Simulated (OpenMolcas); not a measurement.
InCl2F: a line through the functionals

InCl2F: 4 atoms, total charge 0, spin state singlet. As SMILES, `[F][In]([Cl])[Cl]`. The coordinates come from a PBE0-D4/def2-TZVP relaxation.

The HOMO–LUMO gap y, in eV, basis def2-SVP with a core potential; a is the functional's share of exact exchange. Programs: OpenMolcas 26.06.

| functional | program | a | y (eV) |
| --- | --- | --- | --- |
| TPSS | OpenMolcas | 0 | 4.52 |
| PBE | OpenMolcas | 0 | 4.25 |
| B3LYP | OpenMolcas | 0.2 | 5.98 |
| PBE0 | OpenMolcas | 0.25 | ? |
| BHLYP | OpenMolcas | 0.5 | 8.78 |

**Question.** Fit y = c + s·a to the known rows and predict PBE0.

**Answer.** 
1. Means of the 4 rows: a = 0.1750, y = 5.883.
2. Σ(Δa)² = 0.1675, Σ(Δa·Δy) = 1.4682, so the slope is 1.4682/0.1675 = 8.7654.
3. Intercept: 5.883 − (8.7654) × 0.1750 = 4.349. The largest residual of the fit is 0.17.
4. PBE0: 4.349 + (8.7654) × 0.25 = 6.54 eV.

The run gave 6.60 eV, so the prediction is off by -0.06 eV, within the largest residual. Exact exchange lowers occupied levels and raises empty ones. The rows mix families of semi-local functionals, which the line can't see.
